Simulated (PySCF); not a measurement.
C₃H₄AlFO₂.
Atom-mapped SMILES: `[F:1][C:2]1=[CH:3][CH:4]=[O+:5][AlH2-:6][O:7]1` (hydrogens: H8 on C3; H9 on C4; H10, H11 on Al6)

Computed with PBE0-D3(BJ)/def2-SVP geometry optimisation, gas phase in PySCF 2.14.0.

(1) Give the optimised bond lengths and angles.

Results:

(1) 
| bond | length (Å) | order |
| --- | --- | --- |
| F1–C2 | 1.312 | single |
| C2=C3 | 1.402 | double |
| C3–C4 | 1.390 | single |
| C4=O5 | 1.269 | double |
| O5–Al6 | 1.859 | single |
| Al6–O7 | 1.898 | single |
| C2–O7 | 1.243 | single |
| C3–H8 | 1.088 | single |
| C4–H9 | 1.103 | single |
| Al6–H10, Al6–H11 | 1.584 | single |

Bonds in one row agree within 0.01 Å and their mean is given. Orders are formal, as drawn. A selection of angles:
| angle | degrees |
| --- | --- |
| F1–C2–C3 | 116.8 |
| F1–C2–O7 | 115.8 |
| C3–C2–O7 | 127.4 |
| C2–C3–C4 | 119.7 |
| C2–C3–H8 | 119.5 |
| C4–C3–H8 | 120.8 |
| C3–C4–O5 | 126.1 |
| C3–C4–H9 | 118.1 |
| O5–C4–H9 | 115.8 |
| C4–O5–Al6 | 128.0 |
| O5–Al6–O7 | 92.1 |
| O5–Al6–H10 | 109.6 |
| O7–Al6–H10 | 108.0 |
| H10–Al6–H11 | 124.4 |
| C2–O7–Al6 | 126.6 |

Torsions: F1–C2–C3–C4 180° (antiperiplanar); C2–C3–C4–O5 0° (synperiplanar); C3–C4–O5–Al6 1° (synperiplanar); C4–O5–Al6–O7 -1° (synperiplanar); O5–Al6–O7–C2 1° (synperiplanar); F1–C2–O7–Al6 180° (antiperiplanar).

The 6-membered ring C2–C3–C4–O5–Al6–O7 has internal angles of 92.1° to 128.0°; it is planar, 0.00 Å rms from its mean plane, widest ring torsion 1°. The 2 Al–O bonds span 1.859 Å (O5–Al6, drawn single in a drawing that doesn't fit all lengths) to 1.898 Å (Al6–O7, drawn single in a drawing that doesn't fit all lengths), a spread of 0.039 Å. The C–O distances run from 1.243 Å (C2–O7, drawn single in a drawing that doesn't fit all lengths) to 1.269 Å (C4=O5, drawn double in a drawing that doesn't fit all lengths), a spread of 0.026 Å. O5 (oxygen bonded to Al and C) is bent (angle 128.0°). Al6 (aluminium bonded to 2 O and 2 H) has angles from 92.1° to 124.4°. The 7 heavy atoms lie in one plane (0.004 Å rms).

Point group: Cs (every atom within 0.08 Å of its image). Stationary, but not proved a minimum.
